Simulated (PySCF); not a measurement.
C2H7FO2Sn, SMILES C[CH2][Sn]([OH])([OH])[F].

Coordinates come from a B3LYP-D3(BJ)/def2-SVP optimisation. The structure was generated by enumeration; whether it is a known compound was not checked. The def2 effective core potentials stand for the cores of Sn; spin–orbit coupling is left out. Other conformers were not sampled.

All values below come from TDDFT-PBE/def2-SVPD run with PySCF.

Vertical excitations. Isolated molecule, no solvent.

```csv
state,energy (eV),λ (nm),f,main pairs
S1,5.01,247,0.053,HOMO→LUMO 91 %
S2,5.19,239,0.023,HOMO−1→LUMO 94 %
S3,5.91,210,0.135,HOMO−2→LUMO 87 %
S4,6.03,206,0.081,HOMO−3→LUMO 85 %
S5,6.48,191,0.036,HOMO−4→LUMO 84 %
S6,6.63,187,0.004,"HOMO−5→LUMO 58 %, HOMO→LUMO+1 40 %"
S7,6.69,185,0.012,"HOMO→LUMO+1 45 %, HOMO−5→LUMO 33 %"
S8,6.78,183,0.010,"HOMO−6→LUMO 46 %, HOMO−7→LUMO 42 %"
S9,6.80,182,0.012,"HOMO−7→LUMO 54 %, HOMO−6→LUMO 31 %"
S10,6.95,178,0.025,HOMO→LUMO+2 78 %
T1,4.50,276,0,HOMO→LUMO 99 %
T2,4.83,256,0,HOMO−1→LUMO 99 %
T3,5.12,242,0,HOMO−2→LUMO 98 %
T4,5.44,228,0,HOMO−3→LUMO 98 %
```
Triplets are in the Tamm–Dancoff approximation, which puts them higher than full response would, so one can lie above its singlet here.
